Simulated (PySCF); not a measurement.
# From computed data to an observable: chemical shift, span and skew from a shielding tensor

2-methylpenta-1,4-diene (C6H10), SMILES C=CCC(=C)C. Atoms are numbered in the order given.

```xyz
16

C      2.5085     0.4204     0.3632
C      1.4916    -0.2662    -0.1576
C      0.2689     0.3501    -0.7732
C     -1.0101     0.0436    -0.0274
C     -1.7414     1.0195     0.5210
C     -1.4105    -1.3989     0.0561
H      2.5130     1.5154     0.3707
H      3.3745    -0.0835     0.8005
H      1.5335    -1.3625    -0.1413
H      0.4021     1.4400    -0.8459
H      0.1656    -0.0318    -1.8074
H     -1.4345     2.0671     0.4556
H     -2.6715     0.8032     1.0543
H     -2.3810    -1.5218     0.5561
H     -0.6651    -1.9888     0.6147
H     -1.4792    -1.8482    -0.9493
```

Coordinates come from a PBE0-D3(BJ)/def2-SVP optimisation. One conformer was computed; it need not be the lowest.

GIAO shieldings from PBE/pcSseg-1 run with PySCF, non-relativistic, no solvent. The symmetric part of the tensor of C6 has the principal values 138.6, 148.1, 180.4 ppm. The same nucleus in TMS has σ = 182.0 ppm at this level (PySCF, at its B3LYP-D3(BJ)/def2-TZVP geometry).

Work out the isotropic shielding, the ¹³C shift against TMS, the span and the skew.


σ(iso) = (σ11 + σ22 + σ33)/3 = 155.7 ppm. δ = σ(ref) − σ(iso) = 182.0 − (155.7) = 26.3 ppm.
Span Ω = σ33 − σ11 = 41.8 ppm. Skew κ = 3(σ(iso) − σ22)/Ω = 0.55. Tumbling in solution averages the tensor to δ; in a static solid the shielding alone would spread this spin-1/2 line over Ω.
